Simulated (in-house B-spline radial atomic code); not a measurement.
A radial electron density 4πr²n(r) was computed for an atom or ion in its tabulated ground configuration with a B-spline radial code for spherical atoms; method: Dirac-Kohn-Sham LDA PW92, spherical fractional occupations. Columns: r (bohr), 4πr²n(r) (electrons per bohr), bar.

```
0.000709    2.517 #
0.000873    3.558 #
 0.00108    5.041 ##
 0.00133    7.044 ###
 0.00163    9.696 ####
 0.00201    13.35 #####
 0.00248    18.18 #######
 0.00305     24.3 #########
 0.00376    32.04 ############
 0.00463    41.28 ################
 0.00571    51.92 ####################
 0.00703    63.17 ########################
 0.00866    74.02 ############################
  0.0107    83.01 ################################
  0.0131    88.15 ##################################
  0.0162    88.81 ##################################
    0.02    85.22 #################################
  0.0246    80.36 ###############################
  0.0303     78.8 ##############################
  0.0373    84.66 ################################
   0.046     97.8 ######################################
  0.0566    111.1 ###########################################
  0.0698    114.7 ############################################
   0.086    104.5 ########################################
   0.106    90.42 ###################################
    0.13    87.87 ##################################
   0.161    98.17 ######################################
   0.198    100.8 #######################################
   0.244    80.84 ###############################
   0.301    53.18 ####################
    0.37    43.94 #################
   0.456    50.48 ###################
   0.562    50.21 ###################
   0.692     36.8 ##############
   0.853    22.42 #########
    1.05    14.82 ######
    1.29    11.14 ####
    1.59    7.559 ###
    1.96    3.993 ##
    2.42    1.537 #
    2.98   0.4267 
    3.67  0.08305 
    4.53  0.01125 
    5.58 0.001154
```

(1) Which atom or ion is it?
A. Eu2+
B. Gd2+
C. Dy2+
D. Tb2+

## Answers

(1) D. The area under the curve, ∫4πr²n dr = ∫r·4πr²n d(ln r) on this logarithmic grid, is 63 electrons, which only this option has. The configuration is [Xe] 4f9.
